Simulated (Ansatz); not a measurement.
Na5H4⁺. Charge 1, multiplicity 1. Geometry r2SCAN-D4/def2-SVP, basis def2-TZVP, Ansatz.

```xyz
9

Na    7.368   -2.722   -1.544
Na   -3.712    1.352    0.742
Na    3.734   -1.322   -0.684
Na    0.026    0.015    0.111
Na   -7.442    2.651    1.295
H    -5.631    2.030    1.024
H    -1.851    0.694    0.448
H     5.612   -2.033   -1.125
H     1.895   -0.664   -0.267
```

```tsv
run	HOMO (eV)	LUMO (eV)
A	-6.74	-4.20
B	-6.84	-3.25
C	-7.78	-3.57
D	-10.44	-2.27
```

LC-ωPBE has ω = 0.4 bohr⁻¹. Another isomer (singlet) lies 0.80 eV lower at PBE0-D4/def2-TZVP; other spin states weren't run for this one.

Q: The runs used LC-ωPBE, PBE, PBE0, r2SCAN. Estimate which is which.

A: A PBE (0 % exact exchange); B r2SCAN (0 % exact exchange); C PBE0 (25 % exact exchange); D LC-ωPBE (range-separated). Exact exchange lowers occupied and raises empty levels; among semilocal functionals meta-GGAs tend to open the gap a little, and such runs are hard to tell apart. The gap grows from 2.55 eV (PBE) to 8.17 eV (LC-ωPBE).
